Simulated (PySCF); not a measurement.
## Excited states of Sr³⁴⁺ (strontium, charge +34)

Ground state [He] 2s2, ¹S. All numbers are calculated (PySCF 2.14, scalar relativity by spin-free X2C-1e, in an uncontracted even-tempered set (18 s from 2.08 bohr⁻², ratio 2.5; 10 p from 2.61 bohr⁻², ratio 2.7; 8 d from 2.95 bohr⁻², ratio 2.7; 4 f from 87 bohr⁻², ratio 2.7)). Vertical excitation energies in eV without spin-orbit coupling; excited terms of each kind are numbered among those the solver found. Frozen: nothing.

```
 term  leading excitation  EOM-EE-CCSD
1 3P°              2s → p       120.45
1 1P°              2s → p       179.51
```

The spin-orbit splitting of the hole, absent here, rivals or exceeds the spacing of these terms, so the LS terms are model states.

Only the lower part of the computed list is shown. Doubly excited terms such as np² are absent. The solver can miss terms. The 10 highest virtual orbitals were dropped.
